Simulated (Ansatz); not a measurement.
`C[SiH2]N[SiH3]` + `[OH][GaH][Br]` → `[SiH3][O][GaH][Br]` + `C[SiH2]N`  (ligand exchange at the Si–N bond)

Computed with Ansatz on PBE0-D4/def2-TZVP structures; ΔE is electronic, products minus reactants. CCSD(T)/CBS adds triple-zeta CCSD(T) − MP2 to the extrapolated MP2 energy (def2 sets, frozen cores). Functionals use def2-TZVPP. B3LYP here is the variant with VWN-RPA as its local correlation; programs differ in this. HSE06 is defined as in plane-wave codes. For Br, Ga outer-core shells are correlated without core-valence functions, which leaves a few kJ/mol of doubt a bond. Scalar relativity is left out up to krypton. One conformer a species, not always the lowest.

`C[SiH2]N[SiH3]`:

Z-matrix (Å, degrees):
```
C
Si 1 1.865
H 1 1.094 2 110.6
H 1 1.093 2 110.9 3 120.2
H 1 1.093 2 111.0 3 -119.6
N 2 1.730 1 112.8 3 179.6
H 2 1.491 1 108.4 3 57.3
H 2 1.487 1 110.4 3 -61.8
Si 6 1.724 2 128.4 1 114.8
H 6 1.011 2 115.9 1 -70.0
H 9 1.489 6 109.9 2 -142.1
H 9 1.491 6 113.5 2 97.9
H 9 1.485 6 108.1 2 -22.2
```

`[OH][GaH][Br]`:

Cartesian coordinates in Å:
```
O -0.745 0.926 -0.711
Ga 0.040 -0.531 -0.077
Br 1.417 -0.200 1.723
H -0.514 1.726 -0.232
H -0.197 -1.921 -0.703
```

`[SiH3][O][GaH][Br]`:

```xyz
8

Si    1.222    0.587    0.277
O     0.264   -0.378   -0.640
Ga   -1.421   -0.911   -0.639
Br   -2.688   -0.081    1.068
H     0.691    1.976    0.324
H     1.321    0.070    1.669
H     2.575    0.603   -0.334
H    -1.963   -1.865   -1.725
```

`C[SiH2]N`:

Z-matrix (Å, degrees):
```
C
Si 1 1.871
H 1 1.093 2 111.2
H 1 1.094 2 110.5 3 119.8
H 1 1.093 2 111.2 3 -120.4
N 2 1.720 1 116.4 3 60.2
H 2 1.489 1 108.4 3 -179.4
H 2 1.489 1 108.4 3 -60.3
H 6 1.007 2 120.7 1 73.7
H 6 1.007 2 120.7 1 -73.5
```

```csv
level,ΔE (kJ/mol),difference from CCSD(T)/CBS
LDA (SPW92),-33.0,8.9
PBE-D4,-33.9,8.0
revPBE-D4,-31.4,10.5
BLYP-D4,-39.8,2.1
r2SCAN-D4,-40.7,1.2
B97M-V,-42.9,-1.0
PBE0-D4,-37.5,4.4
B3LYP-D4,-42.9,-1.0
r2SCANh-D4,-41.3,0.6
r2SCAN0-D4,-42.3,-0.4
HSE06-D4,-37.4,4.5
BHLYP-D4,-48.7,-6.8
CAM-B3LYP-D4,-44.8,-2.9
ωB97X-V,-41.7,0.2
ωB97M-V,-40.9,1.0
B2PLYP,-44.0,-2.1
PBE-QIDH,-41.1,0.8
PBE,-34.6,7.3
revPBE,-34.9,7.0
BLYP,-41.4,0.5
r2SCANh,-41.7,0.2
BHLYP,-48.2,-6.3
CAM-B3LYP,-45.1,-3.2
LC-ωPBE,-39.5,2.4
RPA@PBE/def2-TZVPP,-41.8,0.1
HF/def2-SVP,-49.9,-8.0
MP2/def2-SVP,-38.6,3.3
CCSD/def2-SVP,-39.6,2.3
CCSD(T)/def2-SVP,-38.2,3.7
HF/def2-TZVPP,-55.1,-13.2
MP2/def2-TZVPP,-42.5,-0.6
SCS-MP2/def2-TZVPP,-44.9,-3.0
CCSD/def2-TZVPP,-44.3,-2.4
CCSD(T)/def2-TZVPP,-42.5,-0.6
HF/def2-QZVPP,-55.7,-13.8
MP2/def2-QZVPP,-42.4,-0.5
SCS-MP2/def2-QZVPP,-44.7,-2.8
HF/CBS(def2),-55.8,-13.9
MP2/CBS(def2),-41.8,0.1
CCSD/CBS(def2),-43.7,-1.8
CCSD(T)/CBS,-41.9,0
```

Largest T1 diagnostic among the species: 0.012.

From BLYP to BHLYP (50 % exact exchange), in def2-TZVPP and without D4, ΔE moves by −6.8 kJ/mol. In def2-TZVPP, CCSD(T) changes the Hartree–Fock value by +12.5 kJ/mol (the triples alone add +1.8 kJ/mol) and MP2 by +12.6 kJ/mol. Leaving LDA and LC-ωPBE aside and taking each functional with its dispersion term where it has one, the values spread over 17.2 kJ/mol, from BHLYP-D4 to revPBE-D4.
